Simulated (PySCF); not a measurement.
I2Zr, SMILES [I][Zr][I], multiplicity 1.

Coordinates come from a B3LYP-D3(BJ)/def2-SVP optimisation. The geometry has at least one imaginary mode, so it is a saddle point at that level. The spin state was assumed, not searched. The def2 effective core potentials stand for the cores of I, Zr; spin–orbit coupling is left out.

All values below come from M06-2X/def2-TZVPD (PySCF).

### Question
Estimate the frontier levels, gap, dipole moment and polarisability. (An estimate is asked for; the answer gives what the named calculation found.)

### Answer

```yaml
highest_occupied_level: -5.86 eV
lowest_empty_level: -2.46 eV
orbital_gap: 3.39 eV
dipole_moment: 0.00 D
quadrupole, principal values (traceless, Buckingham form, about the centre of nuclear charge): -14.64, 7.32, 7.32 D·Å
mean_static_polarisability: 111.7 bohr³ (16.56 Å³)
polarisability_principal_values: 90.2, 90.2, 154.8 bohr³
```
